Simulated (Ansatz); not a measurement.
`[SiH3][SiH2][GaH2]` + ethylmethylamine → `CN[SiH2][GaH2]` + `CC[SiH3]` at 298.15 K and 1 bar (formal exchange of groups at the Si–Si bond).

Gas-phase electronic energies from Ansatz, PBE0-D4/def2-TZVP geometries. CCSD(T)/CBS is the MP2 limit (def2-TZVPP, def2-QZVPP) plus CCSD(T) − MP2 in def2-TZVPP, frozen cores. For Ga outer-core shells are correlated without core-valence functions, which leaves a few kJ/mol of doubt a bond. Scalar relativity is left out up to krypton. Each species was taken in one conformer, which may not be the lowest.

| species | CCSD(T)/CBS energy (Eh) | H − E (kJ/mol) | S (J/(mol·K)) |
| --- | --- | --- | --- |
| `[SiH3][SiH2][GaH2]` | -2506.27760 | 166.2 | 368.1 |
| `CCNC` | -174.26710 | 335.0 | 303.0 |
| `CN[SiH2][GaH2]` | -2310.57822 | 245.7 | 373.9 |
| `CC[SiH3]` | -369.99568 | 252.6 | 298.1 |

H − E and S are ideal-gas, rigid-rotor, harmonic terms from PBE0-D4/def2-TZVP, for one conformer and one mirror image of each species. 1 Eh = 2625.50 kJ/mol, R = 8.31446 J/(mol·K).

Task: By hand: ΔE, ΔH, ΔS and ΔG.

Result: ΔE = (-2310.57822) + (-369.99568) − (-2506.27760) − (-174.26710) = -0.02920 Eh = -76.7 kJ/mol. Δ(H − E) = 245.7 + 252.6 − 166.2 − 335.0 = -2.9, so ΔH = -79.6 kJ/mol. ΔS = 373.9 + 298.1 − 368.1 − 303.0 = 0.9 J/(mol·K). ΔG = -79.6 − 298.15 × (0.9)/1000 = -79.9 kJ/mol.

Task: By hand: the equilibrium constant, and the temperature at which ΔG would vanish if ΔH and ΔS stayed fixed.

Result: log₁₀ K = −ΔG/(RT ln 10) = 14.0. ΔH and −TΔS have one sign here, so there is no such temperature. One of them is within its doubt of zero, so this could turn.

The number of gas molecules stays the same, so ΔS is small and ΔH decides. A doubt of 5 kJ/mol in ΔE shifts log₁₀ K by 0.9 here. Other conformers and mirror images would add mixing entropy, several J/(mol·K) or more a flexible species. These are equilibria of isolated gas molecules and say nothing of rates. Largest T1 diagnostic: 0.014 (customary marks: 0.02 for closed shells, 0.045 for open ones).
